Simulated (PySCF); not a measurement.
PySCF 2.14.0 with density-fitted response routines calculation with coordinates at the GFN2-xTB level and shielding tensors at PBE0/pcSseg-1 (GIAO); equivalent nuclei averaged, non-relativistic Hamiltonian, one conformer, isolated molecule.

δ = σ(ref) − σ, references computed at the same level: $^{1}$H and $^{13}$C vs TMS. Shifts are as computed. Against solution values, carbons near 30 ppm lie about +3 ppm off and those near 130 ppm about +5 ppm. Of 1309 compounds with measured shifts, 239 miss one by over three times the rms of a fit or turn the order of signals round; such compounds aren't used in these exercises. OH and NH positions are gas-phase values without hydrogen bonding to other molecules.

Problem. Order these molecules by the shift of their most deshielded carbon-bound hydrogen, lowest δ first.
A. CO[SiH2]C(F)=C(F)F
B. C=C(CO[SiH3])OC(F)F
C. C#C[Si@](F)(C#CC)N[SiH3]
D. N#C[C@@H]1[SiH2]C=C[SiH2][C@H]1F

Solution. C (2.10 ppm, hydrogen on a propargylic methyl carbon), A (3.92 ppm, hydrogen on a methyl carbon bonded to O), B (6.66 ppm, hydrogen on an sp3 CH bonded to 2 F and O), D (7.41 ppm, hydrogen on an alkene CH).

Problem. Order these molecules by the shift of their most deshielded carbon, lowest δ first.
A. N#C[C@@H]1[SiH2]C=C[SiH2][C@H]1F
B. C#C[Si@](F)(C#CC)N[SiH3]
C. C=C(CO[SiH3])OC(F)F
D. C=C/C([SiH2]F)=C(/[SiH3])C#N

Solution. B (110.1 ppm, alkyne carbon), A (152.7 ppm, alkene CH), C (165.0 ppm, alkene carbon bearing oxygen), D (174.0 ppm, fully substituted alkene carbon).

Problem. How many $^{13}$C and $^{1}$H signals does each give (equivalence by symmetry and fast rotation, but not about amide C–N or C=N bonds)? `CO[SiH2]C(F)=C(F)F`, `C=C/C([SiH2]F)=C(/[SiH3])C#N`, `N#C[C@@H]1[SiH2]C=C[SiH2][C@H]1F`, `C=C(CO[SiH3])OC(F)F`, `C#C[Si@](F)(C#CC)N[SiH3]`

Solution. CO[SiH2]C(F)=C(F)F: 3 C, 2 H; C=C/C([SiH2]F)=C(/[SiH3])C#N: 5 C, 5 H; N#C[C@@H]1[SiH2]C=C[SiH2][C@H]1F: 5 C, 8 H; C=C(CO[SiH3])OC(F)F: 4 C, 5 H; C#C[Si@](F)(C#CC)N[SiH3]: 5 C, 4 H.
